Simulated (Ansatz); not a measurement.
The cluster PtS2 (the lowest singlet isomer of a short search) was relaxed with r2SCAN-D4 (def2-TZVP) in Ansatz in these states: neutral quintet, neutral singlet, neutral triplet. The geometries follow in no particular order.

In the def2 sets Pt takes a core potential; there is no spin–orbit coupling.

A:

```
atom   x (Å)   y (Å)   z (Å)
 Pt1   0.518   0.299   0.101
  S2  -1.270   1.506   0.236
  S3   0.753  -1.805  -0.336
```

B:

```xyz
3

Pt    0.2164    0.5840    0.2437
S    -1.2612    0.6016   -1.2396
S     1.0448   -1.1856    0.9959
```

C:

```xyz
3

Pt   -0.005   -0.002    0.001
S     0.488   -0.498    1.952
S    -0.483    0.499   -1.953
```

**Question.** Judge from the bond lengths which geometry belongs to which state (an estimate).

**Answer.** A is the neutral quintet (Pt1–S3 2.161 Å, Pt1–S2 2.161 Å); B is the neutral triplet (Pt1–S3 2.094 Å, Pt1–S2 2.094 Å); C is the neutral singlet (Pt1–S3 2.073 Å, Pt1–S2 2.073 Å).

At PBE0-D4/def2-TZVP a broken-symmetry singlet lies 0.80 eV below the neutral quintet. At PBE0-D4/def2-TZVP a broken-symmetry singlet lies 0.41 eV below the neutral triplet. These are the stationary points nearest to one start from a short search; other shapes may lie lower in each state.
